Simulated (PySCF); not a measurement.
Si(F)(Me)3 (C₃H₉FSi), SMILES C[Si](C)(C)F. Heavy atoms are numbered as in [CH3:1][Si:2]([CH3:3])([CH3:4])[F:5]. Hydrogens are named by the atom that carries them.

Coordinates come from a PBE0-D3(BJ)/def2-SVP optimisation.

Computed with PySCF with PBE/pcSseg-1.

GIAO shieldings, no solvent; atoms alike by connectivity are averaged. δ = σ(ref) − σ: ¹³C against TMS (σ = 182.0 ppm); ²⁹Si against TMS (σ = 335.4 ppm); ¹⁹F against CFCl3 (σ = 133.6 ppm); ¹H against TMS (σ = 31.49 ppm), references at their B3LYP-D3(BJ)/def2-TZVP geometries, non-relativistic.

Computed chemical shifts:
```
nucleus     atoms  count  δ (ppm)
-------  --------  -----  -------
¹³C      C1 (CH3)      3      2.3
²⁹Si          Si2      1     44.7
¹⁹F            F5      1   -210.5
¹H        H on C1      9     0.43
```
